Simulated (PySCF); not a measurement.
# SMILES S1C=CC2=C1C=CS2, C6H4S2

Molfile (atoms numbered from 1):
```
C6H4S2
     RDKit          3D

 12 13  0  0  0  0  0  0  0  0999 V2000
   -2.2438    0.0686    0.3848 C   0  0  0  0  0  0  0  0  0  0  0  0
   -1.5093   -1.0078   -0.0282 C   0  0  0  0  0  0  0  0  0  0  0  0
   -0.1347   -0.6636   -0.1587 C   0  0  0  0  0  0  0  0  0  0  0  0
    1.3076   -1.5065   -0.6231 S   0  0  0  0  0  0  0  0  0  0  0  0
    2.2594   -0.0719   -0.3869 C   0  0  0  0  0  0  0  0  0  0  0  0
    1.5252    1.0046    0.0260 C   0  0  0  0  0  0  0  0  0  0  0  0
    0.1503    0.6611    0.1566 C   0  0  0  0  0  0  0  0  0  0  0  0
   -1.2923    1.5034    0.6211 S   0  0  0  0  0  0  0  0  0  0  0  0
   -3.3152    0.1071    0.5708 H   0  0  0  0  0  0  0  0  0  0  0  0
   -1.9349   -1.9901   -0.2263 H   0  0  0  0  0  0  0  0  0  0  0  0
    3.3309   -0.1106   -0.5728 H   0  0  0  0  0  0  0  0  0  0  0  0
    1.9512    1.9867    0.2241 H   0  0  0  0  0  0  0  0  0  0  0  0
  1  2  2  0
  2  3  1  0
  3  4  1  0
  4  5  1  0
  5  6  2  0
  6  7  1  0
  7  8  1  0
  8  1  1  0
  7  3  2  0
  1  9  1  0
  2 10  1  0
  5 11  1  0
  6 12  1  0
M  END
```

Method used: UKS PBE0/cc-pVDZ four-point reorganisation energy, gas phase (PySCF 2.14.0). Geometry: PBE0/cc-pVDZ.

Question: What is the inner reorganisation energy for hole transfer, with the ionisation energy?

Answer: λ = 0.197 (surface of the oxidised species) + 0.200 (surface of the starting species) = 0.397 eV. The ionisation energy is 8.04 eV vertical and 7.84 eV adiabatic without zero-point energy; at the relaxed geometry of the oxidised species the two energies differ by 7.64 eV. Largest bond changes: C5–C6 1.367 → 1.409 Å, C1–C2 1.367 → 1.409 Å, C6–C7 1.423 → 1.384 Å, C2–C3 1.423 → 1.384 Å, C7–C3 1.391 → 1.423 Å. ⟨S²⟩ of the relaxed oxidised species 0.766.
